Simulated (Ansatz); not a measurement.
Calculated with Ansatz (gas phase, PBE0-D4/def2-TZVP geometries, no zero-point term in ΔE). CCSD(T)/CBS is the MP2 limit (def2-TZVPP, def2-QZVPP) plus CCSD(T) − MP2 in def2-TZVPP, frozen cores. Functionals use def2-TZVPP. B3LYP here is the variant with VWN-RPA as its local correlation; programs differ in this. Open shells (•) are unrestricted, without spin–orbit coupling. def2 core potentials past Kr. For In outer-core shells are correlated without core-valence functions, which leaves a few kJ/mol of doubt a bond. One conformer a species, not always the lowest.

`C[N](C)[InH][OH]` → `[OH][InH]`• + `C[N]C`•  (homolysis of the In–N bond)

(1) What is ΔE at CCSD(T)/CBS? (Estimate.)

(2) What do these levels give: BLYP-D4, PBE0-D4, revPBE, B3LYP, r2SCANh, LC-ωPBE, HF/def2-SVP, CCSD/def2-SVP, SCS-MP2/def2-TZVPP, CCSD(T)/def2-TZVPP, MP2/def2-QZVPP, HF/CBS(def2)? (An estimate is asked.)

Largest T1 diagnostic among the species: 0.021.

Answers

(1) Ansatz gave: +282.4 kJ/mol.

(2) Ansatz gave: BLYP-D4 225.0, PBE0-D4 242.9, revPBE 205.9, B3LYP 216.5, r2SCANh 225.4, LC-ωPBE 252.7, HF/def2-SVP 142.6, CCSD/def2-SVP 249.8, SCS-MP2/def2-TZVPP 287.4, CCSD(T)/def2-TZVPP 267.3, MP2/def2-QZVPP 309.4, HF/CBS(def2) 133.9 kJ/mol.

Leaving LDA and LC-ωPBE aside and taking each functional with its dispersion term where it has one, the values, not all of them listed here, spread over 37.9 kJ/mol, from BLYP-D4 to PBE-QIDH. LDA lies +70.0 kJ/mol from PBE without D4, its usual overbinding. From BLYP to BHLYP (50 % exact exchange), in def2-TZVPP and without D4, ΔE moves by +12.4 kJ/mol.
